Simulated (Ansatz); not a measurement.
`[CH3][Mo]([OH])(=[S])=[S]` + HCl → `[OH][Mo](=[S])(=[S])[Cl]` + CH₄ at 298.15 K and 1 bar (ligand exchange at a Mo–C bond).

Gas-phase electronic energies from Ansatz, PBE0-D4/def2-TZVP geometries. CCSD(T)/CBS adds triple-zeta CCSD(T) − MP2 to the extrapolated MP2 energy (def2 sets, frozen cores). This one scheme is used for every species. def2 core potentials past Kr. For Mo outer-core shells are correlated without core-valence functions, which leaves a few kJ/mol of doubt a bond. Each species was taken in one conformer, which may not be the lowest.

| species | CCSD(T)/CBS energy (Eh) | H − E (kJ/mol) | S (J/(mol·K)) |
| --- | --- | --- | --- |
| `[CH3][Mo]([OH])(=[S])=[S]` | -979.43620 | 161.0 | 367.5 |
| HCl | -460.38127 | 26.6 | 186.8 |
| `[OH][Mo](=[S])(=[S])[Cl]` | -1399.40594 | 69.4 | 360.8 |
| CH₄ | -40.46206 | 127.4 | 186.2 |

H − E and S are ideal-gas, rigid-rotor, harmonic terms from PBE0-D4/def2-TZVP, for one conformer and one mirror image of each species. 1 Eh = 2625.50 kJ/mol, R = 8.31446 J/(mol·K).

**Question.** By hand: ΔE, ΔH, ΔS and ΔG.

**Answer.** ΔE = (-1399.40594) + (-40.46206) − (-979.43620) − (-460.38127) = -0.05053 Eh = -132.7 kJ/mol. Δ(H − E) = 69.4 + 127.4 − 161.0 − 26.6 = 9.2, so ΔH = -123.5 kJ/mol. ΔS = 360.8 + 186.2 − 367.5 − 186.8 = -7.3 J/(mol·K). ΔG = -123.5 − 298.15 × (-7.3)/1000 = -121.3 kJ/mol.

**Question.** By hand: the equilibrium constant, and the temperature at which ΔG would vanish if ΔH and ΔS stayed fixed.

**Answer.** log₁₀ K = −ΔG/(RT ln 10) = 21.3. ΔG = 0 at ΔH/ΔS = 16918 K, far beyond where these terms or the molecules hold.

The number of gas molecules stays the same, so ΔS is small and ΔH decides. A doubt of 5 kJ/mol in ΔE shifts log₁₀ K by 0.9 here. Other conformers and mirror images would add mixing entropy, several J/(mol·K) or more a flexible species. These are equilibria of isolated gas molecules and say nothing of rates. Largest T1 diagnostic: 0.025 (customary marks: 0.02 for closed shells, 0.045 for open ones).
